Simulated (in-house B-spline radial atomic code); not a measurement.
Ionising Tc8+ with different functionals

Computed with an all-electron radial atomic-structure program (B-spline basis): four-component Dirac-Coulomb Hamiltonian, Fermi nucleus of rms radius 4.41117 fm, spin-restricted, spherical fractional occupations for the functionals, and exact exchange of hybrids averaged over the configuration. The ionisation energy is the difference of two self-consistent energies, [Ar] 3d10 4s2 4p5 → [Ar] 3d10 4s2 4p4, without Breit or QED terms; ε is the level of the shell that loses the electron (mean over j). The electron is taken from both j subshells in proportion to 2j + 1, so the result is a j average, not the step between ground levels.

| method | rung | ΔSCF (eV) | -ε(4p) (eV) |
| --- | --- | --- | --- |
| B97-1 | global hybrid | ? | ? |
| PBE0 | global hybrid | ? | ? |
| HSE06 | range-separated hybrid | 172.83 | 164.82 |
| LC-wPBE | range-separated hybrid | 172.93 | 168.01 |

Q: What does B97-1 give?

A: ΔSCF 172.89 eV, and -ε(4p) = 164.85 eV.

Q: What does PBE0 give?

A: ΔSCF 172.92 eV, and -ε(4p) = 165.31 eV.

Q: Among the functionals, which spreads more, the ΔSCF values or the orbital energies?

A: The orbital energies: ΔSCF values span about 0.10 eV and the orbital energies 3.20 eV; here energy differences depend much less on the functional than eigenvalues do.

Q: How do they compare with the NIST value?

A: NIST lists 169 eV ± 2.2 (tabulated theory, ground level to ground level). Errors run from +3.83 to +3.93 eV; all lie within about twice that uncertainty, so the table can't rank the methods.
